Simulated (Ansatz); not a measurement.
Consider the substitution at a C–C bond: `BBCC` + CH₃OH → `BBCOC` + CH₄.

Computed with Ansatz on PBE0-D4/def2-TZVP structures; ΔE is electronic, products minus reactants. CBS: MP2 limit from def2 TZ/QZ plus the TZ coupled-cluster correction, frozen cores. This one scheme is used for every species. One conformer a species, not always the lowest.

```tsv
species	CCSD(T)/CBS(def2) energy (Eh)
`BBCC`	-130.45894
CH₃OH	-115.61712
`BBCOC`	-205.60299
CH₄	-40.46206
```

Question: Work out ΔE.

Answer: ΔE = (-205.60299) + (-40.46206) − (-130.45894) − (-115.61712) = 0.01101 Eh = +6.9 kcal/mol.

Largest T1 diagnostic among the species: 0.012.

From PBE to PBE0 (25 % exact exchange), in def2-TZVPP and without D4, ΔE moves by +1.0 kcal/mol.
